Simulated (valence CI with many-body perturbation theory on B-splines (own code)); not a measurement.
**How close is CI+MBPT for Cr I?**

Level of theory: configuration interaction combined with many-body perturbation theory (CI+MBPT): six valence electrons over a frozen Dirac-Fock core [Ar], radial functions for each j: 7 s, 7 p, 8 d, 6 f, 4 g, 1 h, with the one-electron correlation potential Σ1, the two-electron term Σ2, the three-electron term Σ3, Breit, model QED; selected CI, second order for the rest, scaled by the run's own slope (own B-spline code, finite nucleus).

Set against measurement, 16 paired levels are off by 1394 cm⁻¹ on average, the worst by 2953. These come from a selection out of the NIST Handbook of Basic Atomic Spectroscopic Data. Levels without a partner in it may be off by more, other configurations by 1,000 to 4,000 cm⁻¹. Among the levels kept, up to 3600 cm⁻¹ of a level comes from second order outside the variational space, and about a tenth of that is noise between levels of different J, which matters for small intervals. Only levels of the ground parity were solved; by the run's estimate the other parity begins above the list, which can be wrong where configurations are misplaced. 3 measured levels below the end of the list, from 23305 cm⁻¹ on, found no clear computed partner.

Measured levels: NIST Handbook of Basic Atomic Spectroscopic Data (Sansonetti and Martin, J. Phys. Chem. Ref. Data 34, 1559 (2005)). Pairs share parity and J, and are chosen by configuration, term and nearness in energy; levels without a clear partner are left out. Energies in cm⁻¹ above the measured ground level.

| Computed label | Label in the source | Measured | Computed | Difference |
| --- | --- | --- | --- | --- |
| 3d⁵4s ⁷S_3 | 3d5(6S) 4s a 7S | 0 | 0.0 | 0 |
| 3d⁵4s ⁵S_2 | 3d5(6S) 4s a 5S | 7593.2 | 7473.1 | -120 |
| 3d⁴4s² ⁵D_0 | 3d4 4s2 a 5D | 7750.8 | 4798.1 | -2953 |
| 3d⁴4s² ⁵D_1 | 3d4 4s2 a 5D | 7810.8 | 4872.0 | -2939 |
| 3d⁴4s² ⁵D_2 | 3d4 4s2 a 5D | 7927.5 | 5032.2 | -2895 |
| 3d⁴4s² ⁵D_3 | 3d4 4s2 a 5D | 8095.2 | 5200.3 | -2895 |
| 3d⁴4s² ⁵D_4 | 3d4 4s2 a 5D | 8307.6 | 5381.7 | -2926 |
| 3d⁵4s ⁵G_2 | 3d5(4G) 4s a 5G | 20517.4 | 20071.9 | -446 |
| 3d⁵4s ⁵G_6 | 3d5(4G) 4s a 5G | 20519.6 | 20071.3 | -448 |
| 3d⁵4s ⁵G_3 | 3d5(4G) 4s a 5G | 20520.9 | 20081.4 | -439 |
| 3d⁵4s ⁵G_4 | 3d5(4G) 4s a 5G | 20523.7 | 20065.2 | -459 |
| 3d⁵4s ⁵G_5 | 3d5(4G) 4s a 5G | 20523.9 | 20081.2 | -443 |
| 3d⁵4s ⁵P_3 | 3d5(4P) 4s a 5P | 21840.8 | 21982.3 | +141 |
| 3d⁵4s ⁵P_2 | 3d5(4P) 4s a 5P | 21847.9 | 21974.2 | +126 |
| 3d⁵4s ⁵P_1 | 3d5(4P) 4s a 5P | 21856.9 | 21993.3 | +136 |
| 3d⁴4s² ³P_0 | 3d4 4s2 a 3P | 23163.3 | 20681.0 | -2482 |
| 3d⁴4s² ³P_1 | 3d4 4s2 a 3P | 23512 | 21054.2 | -2458 |

Over 16 excited levels the mean absolute difference is 1394 cm⁻¹, the median 453 and the largest 2953. The comparison draws on a selection of the measured levels: 17 of the 32 computed ones have a partner in it, and others may be off by more.

These 3 measured levels below the end of the computed list are not counted above. Beside each stands the unpaired computed level of its name, or else the nearest of its J and parity; the gap is either an error of the method or a doubtful assignment.

| Label in the source | J | Measured | Unpaired level | Computed |
| --- | --- | --- | --- | --- |
| 3d5(6S) 4p z 7P° | 2 | 23305 | none |  |
| 3d5(6S) 4p z 7P° | 3 | 23386 | none |  |
| 3d5(6S) 4p z 7P° | 4 | 23499 | none |  |
